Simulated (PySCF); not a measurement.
# Calculated NMR parameters of C[C@@H](F)O[C@@H](F)C(F)F

| Item | Value |
| --- | --- |
| Formula | C4H6F4O |
| SMILES | C[C@@H](F)O[C@@H](F)C(F)F |
| InChI | InChI=1S/C4H6F4O/c1-2(5)9-4(8)3(6)7/h2-4H,1H3/t2-,4+/m0/s1 |
| Point group of the computed structure | C1 |
| Degrees of unsaturation | 0 |
| Carbon signals | 4 |
| Proton signals | 4 |

Molfile (atoms numbered from 1):
```
C4H6F4O
     RDKit          3D

 15 14  0  0  0  0  0  0  0  0999 V2000
   -1.7693   -0.6918    1.4781 C   0  0  0  0  0  0  0  0  0  0  0  0
   -1.2621    0.0734    0.2736 C   0  0  1  0  0  0  0  0  0  0  0  0
   -1.7161    1.3679    0.3215 F   0  0  0  0  0  0  0  0  0  0  0  0
    0.1339    0.0676    0.2942 O   0  0  0  0  0  0  0  0  0  0  0  0
    0.7804    0.5656   -0.8101 C   0  0  1  0  0  0  0  0  0  0  0  0
    0.8822    1.9299   -0.7469 F   0  0  0  0  0  0  0  0  0  0  0  0
    2.2064   -0.0110   -0.8148 C   0  0  0  0  0  0  0  0  0  0  0  0
    2.1388   -1.3568   -0.8599 F   0  0  0  0  0  0  0  0  0  0  0  0
    2.8675    0.3826   -1.9189 F   0  0  0  0  0  0  0  0  0  0  0  0
   -1.3584   -0.2467    2.3797 H   0  0  0  0  0  0  0  0  0  0  0  0
   -1.4502   -1.7263    1.4080 H   0  0  0  0  0  0  0  0  0  0  0  0
   -2.8533   -0.6364    1.5082 H   0  0  0  0  0  0  0  0  0  0  0  0
   -1.6404   -0.3352   -0.6809 H   0  0  0  0  0  0  0  0  0  0  0  0
    0.2629    0.3333   -1.7570 H   0  0  0  0  0  0  0  0  0  0  0  0
    2.7735    0.2919    0.0759 H   0  0  0  0  0  0  0  0  0  0  0  0
  1  2  1  0
  2  3  1  0
  2  4  1  0
  4  5  1  0
  5  6  1  0
  5  7  1  0
  7  8  1  0
  7  9  1  0
  1 10  1  0
  1 11  1  0
  1 12  1  0
  2 13  1  6
  5 14  1  6
  7 15  1  0
M  END
```

Theoretical values (PySCF): shielding tensors at PBE0/pcSseg-1 (GIAO), coordinates at the GFN2-xTB level. Non-relativistic, a single conformation, gas phase, fast rotation and ring inversion assumed for equivalent nuclei.

Chemical shifts δ = σref − σ; TMS for ¹H (31.72 ppm), ¹³C (186.93 ppm); ¹⁹F (170.95 ppm) vs CFCl3; H2O for ¹⁷O (336.08 ppm), all at this level.

| carbon | δC, type | δH (multiplicity) | HMBC from (2–3 bonds) | span of the C tensor (ppm) |
| --- | --- | --- | --- | --- |
| C1 | 23.7, CH3 | 1.62 (m) | H13 | 42 |
| C2 | 116.8, CH | 5.79 (m) | H14, H10/H11/H12 | 39 |
| C5 | 113.5, CH | 5.43 (m) | H15, H13 | 34 |
| C7 | 118.3, CH | 5.90 (m) | H14 | 26 |

Other nuclei:
```csv
atoms,nucleus,environment,δ (ppm),σ (ppm)
F3,¹⁹F,fluorine on an sp3 carbon,-135.9,306.8
F8,¹⁹F,fluorine of a CF2 group,-149.9,320.9
F9,¹⁹F,fluorine of a CF2 group,-152.2,323.1
F6,¹⁹F,fluorine on an sp3 carbon,-154.0,325.0
O4,¹⁷O,ether oxygen,156.4,179.7
```

1. Carbon types of the structure: 3 × CH, 1 × CH3, which accounts for all hydrogens.
2. δC 118.3: sp3 CH bonded to 2 F; 2 electronegative neighbours deshield it.
3. δC 116.8, 113.5: sp3 CH bonded to F and O; 2 electronegative neighbours deshield it.
4. δC 23.7: methyl carbon; a saturated carbon with 1 carbon neighbour and no heteroatom attached.
5. δH 5.90: hydrogen on an sp3 CH bonded to 2 F; its carbon carries F, an electronegative neighbour.
6. δH 5.79, 5.43: hydrogen on an sp3 CH bonded to F and O; its carbon carries F and O, an electronegative neighbour.

Splittings by ¹⁹F in the carbon and heteronuclear signals aren't shown, as no couplings were computed. Shifts are as computed. Against solution values, carbons near 30 ppm lie about +3 ppm off and those near 130 ppm about +5 ppm. Of 1211 compounds with measured shifts, 218 miss one by over three times the rms of a fit or turn the order of signals round; such compounds aren't used in these exercises. Unscaled 19F shifts against computed CFCl3 carry errors that often reach 10 to 50 ppm. Experimental scales use liquid or dissolved standards, which lie at an offset from isolated H2O (liquid H2O: subtract about 36 ppm). Multiplicities follow the n + 1 count of equivalent neighbours, as no J values were calculated; m marks all less simple cases, F and P coupling included.
